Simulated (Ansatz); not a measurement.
Isolated molecules relaxed with PBE0-D4/def2-TZVP in Ansatz; ΔE leaves out vibrations. CBS: MP2 limit from def2 TZ/QZ plus the TZ coupled-cluster correction, frozen cores. This one scheme is used for every species. Functionals use def2-TZVPP. def2 core potentials past Kr. For In outer-core shells are correlated without core-valence functions, which leaves a few kJ/mol of doubt a bond. One conformer a species, not always the lowest.

Reaction (hydrogenolysis of the In–O bond): `[F][In]([Cl])[O][SiH3]` + H₂ → `[F][InH][Cl]` + `O[SiH3]`

| level | ΔE (eV) |
| --- | --- |
| PBE0 | -0.14 |
| CCSD(T)/def2-SVP | 0.12 |

(1) What does CCSD(T)/CBS give? (Best estimate.)

Largest T1 diagnostic among the species: 0.015.

Results:

(1) Ansatz gave: +0.09 eV. The listed levels differ from it by -0.23, 0.03 eV.

From BLYP to BHLYP (50 % exact exchange), in def2-TZVPP and without D4, ΔE moves by −0.05 eV. The D4 term adds +0.09 eV with B3LYP and +0.05 eV with PBE0; it sums over pairs of atoms, weighted by their polarisabilities, and B3LYP, whose exchange is more repulsive, gets the larger term. Leaving LDA and LC-ωPBE aside and taking each functional with its dispersion term where it has one, the values, not all of them listed here, spread over 0.13 eV, from PBE0-D4 to BLYP-D4. LDA lies −0.10 eV from PBE without D4.

B3LYP here is the variant with VWN-RPA as its local correlation; programs differ in this.
